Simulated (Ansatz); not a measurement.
Start from `[OH][Ti]([OH])([OH])[SH]` and change one atom or group to get `C#[C][Ti]([OH])([OH])[OH]`.

Ansatz, PBE0-D4/def2-TZVP geometries, multiplicity 1. Each molecule was computed in one conformer, which needn't be the lowest.

Scalar relativity is left out up to krypton.

```csv
property,`[OH][Ti]([OH])([OH])[SH]`
HOMO energy (ωB97M-V/def2-TZVPP) / eV,-9.46
size of the dipole moment (PBE/def2-TZVPP) / D,2.88
"ideal-gas entropy at 298 K and 1 bar (rigid rotor, harmonic PBE0-D4/def2-TZVP) / J/(mol·K)",390
HOMO energy (PBE0/def2-TZVPP) / eV,-7.31
HOMO energy (B3LYP/def2-TZVPP) / eV,-7.07
LUMO energy (PBE0/def2-TZVPP) / eV,-1.77
```

Problem. What does the change do to each property? (Estimate.)

Solution. The calculation gave: 
| property | `C#[C][Ti]([OH])([OH])[OH]` | shift |
| --- | --- | --- |
| HOMO energy (ωB97M-V/def2-TZVPP) / eV | -10.02 | -0.56 |
| size of the dipole moment (PBE/def2-TZVPP) / D | 2.35 | -0.53 |
| ideal-gas entropy at 298 K and 1 bar (rigid rotor, harmonic PBE0-D4/def2-TZVP) / J/(mol·K) | 404 | 14 |
| HOMO energy (PBE0/def2-TZVPP) / eV | -7.78 | -0.47 |
| HOMO energy (B3LYP/def2-TZVPP) / eV | -7.53 | -0.46 |
| LUMO energy (PBE0/def2-TZVPP) / eV | -1.88 | -0.11 |

With PBE0 the HOMO falls by 0.47 eV and the LUMO falls by 0.11 eV, so the gap widens by about 0.36 eV. PBE moves the HOMO by -0.46 eV and ωB97M-V by -0.56 eV. The zero-point energy changes by 23.5 kJ/mol with +3 modes. Dipoles are sizes alone; their direction can turn.

B3LYP here is the variant with VWN-RPA as its local correlation; programs differ in this.
